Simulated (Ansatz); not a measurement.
System: sum formula AlN3H6, net charge 0, singlet state. 
Coordinates optimised at B3LYP-D3(BJ)/def2-TZVP (Ansatz, a first-principles code):
```xyz
10

N     -1.0769    -1.4035     0.1364
Al     0.0000     0.0000     0.0000
N     -0.6731     1.6413     0.0344
N      1.7500    -0.2378    -0.1708
H     -0.7751    -2.3478     0.3127
H     -2.0796    -1.3725     0.0488
H     -1.6126     1.8743     0.3115
H     -0.1714     2.4764    -0.2203
H      2.4436     0.4847    -0.0674
H      2.1951    -1.1152    -0.3853
```
Charge 0, spin multiplicity 1.

Basis-set convergence of Hartree-Fock and CCSD correlation energies (hartree) with Ansatz. Valence correlation only, unless marked. No spin-orbit coupling. No relativistic terms.

```csv
basis,functions,E(HF),"E(corr, CCSD)"
cc-pV(D+d)Z,95,-408.88637,-0.61732
cc-pV(T+d)Z,213,-408.96365,-0.75517
cc-pV(Q+d)Z,409,-408.98143,-0.79905
```

Extrapolating the two largest sets (X = 3 and 4) as X^-3: E(corr) = (64·(-0.79905) - 27·(-0.75517))/37 = -0.8311 Eh, an estimate of the basis-set limit. The largest set recovers 96.1 % of it, the smallest 74.3 %.
